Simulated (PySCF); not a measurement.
NMR data simulated for an unnamed compound:

1H NMR (300 MHz, computed): δ 8.32 (d, J = 1.5 Hz, 1H), 7.48 (dd, J = 2.4, 1.5 Hz, 1H), 7.05 (d, J = 2.4 Hz, 1H), 5.89 (br s, 1H).

13C{1H} NMR (computed): δ 174.6 (C), 163.7 (CH), 154.4 (CH), 130.8 (C), 122.6 (CH).

PySCF 2.14 calculation with J couplings at B3LYP/pcJ-1 (without the spin–dipole term), PBE0-D3(BJ)/def2-SVP geometry and NMR shieldings at CAM-B3LYP/pcSseg-2/GIAO; non-relativistic, gas phase, one conformer.

δ = σ(ref) − σ, references computed at the same level: 1H and 13C vs TMS.

Problem. Which of these does the molecule contain: a carboxylic acid, an OH group, a nitrile, a heteroaromatic ring, a methoxy group, a CH3CH2 unit?

Solution. 
- A carboxylic acid: yes (δC 174.6; δH 5.89 (br s)).
- An OH group: yes (δH 5.89 (br s)).
- A nitrile: no.
- A heteroaromatic ring: yes.
- A methoxy group: no.
- A CH3CH2 unit: no.

The data belong to `O=C(O)c1ccoc1`, C₅H₄O₃; they needn't prove each group on their own.

Carbon signals by region: 2 in the far downfield region (above 160 ppm), 3 in the sp2 and nitrile region (100–160 ppm). Above 160 ppm: 174.6, carboxylic acid carbon, 163.7, aromatic CH next to the ring oxygen.

Exchangeable OH/NH protons stand at their gas-phase positions; hydrogen bonding in a real sample shifts them, mostly to higher δ. Multiplet labels drop couplings under 1 Hz and merge nearly equal ones. Unscaled 3J(H,H) at this level run about 10 % above measured values. Shifts are as computed, not scaled to solution data. Of 1211 compounds with measured shifts, 218 miss one by over three times the rms of a fit or turn the order of signals round; such compounds aren't used in these exercises. The C=O carbon of an acid or of an amide with N–H lies up to 10 ppm further downfield in solution, through hydrogen bonding that the calculation lacks.
